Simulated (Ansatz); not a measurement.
```xyz
21

C    -3.009   -0.697    1.169
C    -1.957   -0.901    0.093
C    -0.696   -0.106    0.372
C     0.361   -0.303   -0.699
O     0.159   -1.036   -1.651
N     1.537    0.371   -0.550
C     2.564    0.227   -1.552
C     1.849    1.270    0.527
H    -2.642   -1.010    2.151
H    -3.910   -1.275    0.955
H    -3.302    0.354    1.248
H    -1.699   -1.959    0.006
H    -2.350   -0.614   -0.885
H    -0.937    0.961    0.452
H    -0.282   -0.393    1.346
H     2.782    1.192   -2.024
H     2.216   -0.473   -2.308
H     3.489   -0.150   -1.103
H     2.003    2.289    0.154
H     1.054    1.296    1.266
H     2.771    0.958    1.030
```

Total charge 0; spin multiplicity 1.

Q: List the r2SCAN/def2-TZVPP orbital energies in eV (Ansatz). (An estimate is asked.)

A: The calculation gave: Occupied: -514.40, -386.18, -275.41, -274.10, -273.67, -273.18, -272.77, -272.66, -27.10, -24.57, -20.72, -19.03, -18.59, -17.46, -15.27, -13.82, -12.78, -12.43, -12.00, -11.74, -10.63, -10.20, -10.17, -10.14, -10.07, -9.47, -8.81, -8.70, -8.36, -8.08, -5.83, -5.81. Lowest empty: 0.08, 0.86, 1.46, 2.12, 2.44, 2.54, 2.62, 2.95.
